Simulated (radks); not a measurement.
The numbers below are computed, except where a source is named.
Valence configurations of Zr+ (all share [Kr]). Level of theory: scalar-relativistic Kohn-Sham, SCAN, spin-polarised, spherical densities, finite nucleus; open shells are filled with parallel spins first (spin-orbit coupling, left out, can overturn this in heavy ions); meta-GGA in the generalised Kohn-Sham scheme; Fermi nuclear charge, rms radius 4.2694 fm (a radial shooting solver on a logarithmic mesh with Libxc functionals). Energies are relative to 4d2 5s1; eigenvalues in eV for spin up.

valence	E (eV)	moment (Bohr magnetons)	e(4d)	e(5p)	e(5s)
4d2 5s1	0.000	3	-10.704	-	-10.811
4d2.5 5s0.5	0.176	3	-9.736	-	-10.117
4d3	0.378	3	-8.778	-	-
4d1.5 5s1.5	1.193	2	-11.617	-	-11.084
4d1.5 5s1 5p0.5	2.207	3	-12.104	-7.387	-11.641
4d2 5p1	4.124	3	-11.515	-7.262	-
4d1.5 5s0.5 5p1	4.318	3	-12.503	-7.711	-11.910
4d1 5s1 5p1	4.707	3	-13.422	-8.151	-12.583

NIST lists [Kr] 4d2 5s1 as the ground configuration; this level of theory agrees among the configurations tried. The energies are those of spherical high-spin densities, not of single terms. No valid solution was reached for [Kr] 4d1 5s2; [Kr] 5s1 5p2.
